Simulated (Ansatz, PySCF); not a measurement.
Reaction (SMILES): [Na][OH] (NaOH) → [OH][Na] (NaOH) as triplet, charge 0 (to the triplet)

Property: adiabatic triplet-singlet gap, E(triplet) - E(singlet) (electronic), in eV. Terms: non-relativistic; LANL2DZ with its own core potentials from Na on; 6-311+G** with 5d, 6d on Na to Ar in Ansatz (an electronic-structure program); open shells spin-unrestricted; valence correlation only; six Cartesian d functions in 6-31G* and its kin unless marked 5d; spin-orbit terms left out; dispersion terms only where a functional's name holds one. First-principles rows: single points at B3LYP-D3(BJ) geometries (Ansatz). Levels can end on unlike triplets.

| level | program | adiabatic triplet-singlet gap, E(triplet) - E(singlet) (electronic) (eV) |
|---|---|---|
| HF/STO-3G | Ansatz | 3.86 |
| HF/LANL2DZ | Ansatz | 1.60 |
| HF/6-31G* | Ansatz | 1.23 |
| PBE/STO-3G | Ansatz | 4.62 |
| PBE/def2-SVP | Ansatz | 2.91 |
| BP86/def2-SVP | PySCF | 2.99 |
| B3LYP/6-31G* | Ansatz | 2.62 |
| B3LYP/6-31+G* | Ansatz | 3.09 |
| M06-2X/6-311+G** | PySCF | 3.28 |
| MP2/3-21G | Ansatz | 2.00 |
| PBE0/def2-TZVPD | Ansatz | 3.03 |
| B2PLYP-D3(BJ)/def2-TZVPD | Ansatz + dftd3 | 3.27 |

No value to compare with is used here. The 10 habitual levels span 1.23 (HF/6-31G*) to 4.62 eV (PBE/STO-3G); PBE0/def2-TZVPD gives 3.03.

The levels are drawn from those run, B3LYP/6-31G* more often than the rest, none by its result; runs whose electronic state is in doubt are left out.
